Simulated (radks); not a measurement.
Isoelectronic series with 6 electrons, all held in the configuration [He] 2s2 2p2, which need not be the ground one along the series. Method: scalar-relativistic Kohn-Sham, LDA (Slater exchange, Perdew-Wang correlation), spin-polarised, spherical densities, finite nucleus; open shells are filled with parallel spins first; Fermi nuclear charge, rms radius of each element as measured or else 0.836 A^(1/3) + 0.57 fm; computed with a radial shooting solver on a logarithmic mesh with Libxc functionals. Total energies (hartree) and mean radii <r> (bohr):

ion    E (hartree)   2p up  2s down   2s up  1s down
C        -37.48447   1.735    1.629   1.564   0.2722
N+       -53.61496   1.248    1.278   1.239   0.2307
O2+      -72.76337  0.9857    1.050   1.025   0.2001
F3+      -94.92813  0.8176   0.8918  0.8737   0.1766
Ne4+    -120.11089  0.6997   0.7751  0.7615   0.1580
Mg6+    -179.54393  0.5441   0.6144  0.6060   0.1305
Al7+    -213.80305  0.4899   0.5567  0.5499   0.1200
Si8+    -251.09753  0.4456   0.5089  0.5032   0.1111
P9+     -291.43334  0.4087   0.4686  0.4639   0.1033
S10+    -334.81695  0.3774   0.4342  0.4301  0.09662
Cl11+   -381.25538  0.3506   0.4045  0.4010  0.09070
Ar12+   -430.75619  0.3274   0.3786  0.3755  0.08546
K13+    -483.32744  0.3070   0.3557  0.3530  0.08079
